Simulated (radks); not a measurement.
Q: Zn4+, configuration [Ar] 3d8. Calculated with a radial shooting solver on a logarithmic mesh with Libxc functionals: scalar-relativistic Kohn-Sham, PBE, spin-polarised, spherical densities, finite nucleus; open shells are filled with parallel spins first; Fermi nuclear charge, rms radius 3.9283 fm. Some entries of the table are withheld. Estimate them.

| orbital | occ. | eigenvalue (hartree) | r(max) (bohr) |
|---|---|---|---|
| 1s down | 1 | -352.5380 | 0.03291 |
| 1s up | 1 | -352.5380 | 0.03291 |
| 2s up | 1 | -45.09691 | 0.1893 |
| 2s down | 1 | -45.04333 | 0.1892 |
| 2p up | 3 | -39.41774 | 0.1522 |
| 2p down | 3 | -39.37761 | 0.1521 |
| 3s up | 1 | (1) | 0.5853 |
| 3s down | 1 | (2) | 0.5858 |
| 3p up | 3 | -5.50127 | 0.5878 |
| 3p down | 3 | -5.40490 | 0.5886 |
| 3d up | 5 | -2.73850 | 0.5488 |
| 3d down | 3 | -2.64424 | 0.5517 |

A: 
(1) 3s up eigenvalue (hartree): -7.20248
(2) 3s down eigenvalue (hartree): -7.10454
